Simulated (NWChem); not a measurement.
Species: stibine (SbH₃); SMILES [SbH3]

```xyz
4

Sb     0.0000     0.0000     0.0329
H     -0.3436     1.3691    -0.9290
H      1.3574    -0.3870    -0.9290
H     -1.0138    -0.9821    -0.9290
```
Atoms are numbered in this order, from 1.

All runs use the structure optimised with PBE0-D3(BJ)/def2-TZVP. def2 effective core potentials on Sb; no spin-orbit coupling.

 States above −ε(HOMO) = 6.5 eV lie in this functional's continuum and hang on the basis.

Q: List the 4 lowest vertical singlet excitations from PBE/def2-SVPD with def2 effective core potentials on Sb, TDA (NWChem).

A: 
```tsv
state	energy (eV)	oscillator strength	leading excitation (squared amplitude)
S1	6.12	0.152	HOMO → LUMO+2 (0.98)
S2	6.26	0.074	HOMO → LUMO (0.57)
S3	6.26	0.074	HOMO → LUMO+1 (0.57)
S4	7.50	0.000	HOMO−2 → LUMO (0.35)
```
